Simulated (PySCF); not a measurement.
Molecule: SMILES O=C(F)c1cccs1, C$_{5}$H$_{3}$FOS.

Molfile (atoms numbered from 1):
```
C5H3FOS
     RDKit          3D

 11 11  0  0  0  0  0  0  0  0999 V2000
    2.7938    1.1951    0.5244 O   0  0  0  0  0  0  0  0  0  0  0  0
    2.1217    0.2530    0.2602 C   0  0  0  0  0  0  0  0  0  0  0  0
    2.6710   -0.9548    0.0555 F   0  0  0  0  0  0  0  0  0  0  0  0
    0.6727    0.2062    0.1109 C   0  0  0  0  0  0  0  0  0  0  0  0
   -0.1271   -0.8724   -0.2072 C   0  0  0  0  0  0  0  0  0  0  0  0
   -1.4962   -0.5244   -0.2672 C   0  0  0  0  0  0  0  0  0  0  0  0
   -1.7040    0.8079    0.0078 C   0  0  0  0  0  0  0  0  0  0  0  0
   -0.2523    1.6456    0.3332 S   0  0  0  0  0  0  0  0  0  0  0  0
    0.2765   -1.8688   -0.3870 H   0  0  0  0  0  0  0  0  0  0  0  0
   -2.3000   -1.2224   -0.5027 H   0  0  0  0  0  0  0  0  0  0  0  0
   -2.6546    1.3405    0.0316 H   0  0  0  0  0  0  0  0  0  0  0  0
  1  2  2  0
  2  3  1  0
  2  4  1  0
  4  5  2  0
  5  6  1  0
  6  7  2  0
  7  8  1  0
  8  4  1  0
  5  9  1  0
  6 10  1  0
  7 11  1  0
M  END
```

Geometry PBE0-D3(BJ)/def2-SVP throughout; GIAO in PySCF 2.14, gas phase, one conformer, non-relativistic; equivalent atoms averaged; functional PBE0.

For orientation, aug-cc-pVDZ gives these shifts δ (against H2O, TMS, CFCl3, CS2 at the same level): O1 379.9, C2 151.6, C7 139.7, C4 133.8, C5 133.3, F3 12.9, S8 239.2, H11 7.89, H10 7.22 ppm.

A run gave: O1 407.7, C2 160.3, C7 148.1, C4 141.6, C5 143.9, F3 16.7, S8 278.2, H11 7.84, H10 7.21 ppm (shifts δ (against H2O, TMS, CFCl3, CS2 at the same level)).

Which basis set was used in that run?
A. IGLO-III
B. def2-TZVP
C. def2-SVP
D. cc-pVTZ
E. cc-pVDZ

Answers

A. C7 tells them apart best: IGLO-III gives 148.1, cc-pVTZ gives 143.9, def2-SVP gives 138.5, cc-pVDZ gives 139.0, def2-TZVP gives 144.6 ppm.
